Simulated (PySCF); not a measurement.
Coordinates in bohr (charge 0 multiplicity 1):
```
N     0.0000    0.0000    0.0000
Rb    0.0022    0.0000    4.8788
Rb    4.2241    0.0000   -2.4413
Rb   -4.2263    0.0000   -2.4375
```

All numbers come from PBE0 in PySCF with N def2-TZVP, Rb def2-TZVP with ECP28; scalar-relativistic core potentials, no spin–orbit coupling; density-fitted integrals.

This geometry of Rb₃N is a stationary point at this level.

(1) What is the point group?

(2) Is it a minimum?

(3) Which band is strongest in the infrared?

(4) Give the atomic charges and bond orders.

(5) What is the atomisation energy, with and without zero-point energy?

Results:

(1) D3h.

(2) Yes: all harmonic wavenumbers are real, though the softest, 51 cm⁻¹, leaves little margin.

(3) 89 cm⁻¹ (a2''), 13 km/mol.

(4) 
```json
{"atom": "N1", "Mulliken": "-1.18", "Löwdin": "-0.84", "polar tensor": "-0.07", "Mayer order to N1": "–"}
{"atom": "Rb2,3,4", "Mulliken": "0.39", "Löwdin": "0.28", "polar tensor": "0.02", "Mayer order to N1": "0.84"}
```

(5) 199 kJ/mol without, 193 kJ/mol with.

Only a few start shapes were tried, so a lower isomer may exist. The small gap makes a closed-shell description doubtful.
